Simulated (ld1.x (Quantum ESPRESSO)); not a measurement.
**Building the TM potential for F (Z = 9) (PBE, non-relativistic).**

```json
{
 "Element": "fluorine (F)",
 "Generator": "ld1.x (Quantum ESPRESSO) 7.5",
 "Type": "norm-conserving Troullier–Martins (Kleinman–Bylander form)",
 "Functional": "PBE",
 "Relativity": "non-relativistic",
 "Frozen core": "[He]",
 "Valence charge": "7",
 "Reference configuration": "2s1 2p6",
 "Partial waves": "2s (bound): rc 0.50 bohr; 2p (bound): rc 0.95 bohr; 3d channel at 0.4 Ry: rc 0.90 bohr",
 "Local potential": "the d channel",
 "Core correction": "none"
}
```

What the tests gave:

| Property | Result |
| --- | --- |
| Cutoffs needed | 260 Ry and over 300 Ry (the cutoffs (Ry, on a coarse ladder) from which the occupation-weighted sum of valence levels, in a spherical-Bessel basis at the reference potential, stays within 10 and 1 mRy of its value at 400 Ry) |
| Ghost test | no extra level below or beside the all-electron valence levels (s, p, d, f tested) (spherical-Bessel basis up to 400 Ry, 20 bohr box) |
| Largest excitation error | +393 meV (all-electron minus pseudo) for 2s2 2p2, out of 7 test configurations |

Generation and tests took about 2.4 s on one core of a shared server CPU.
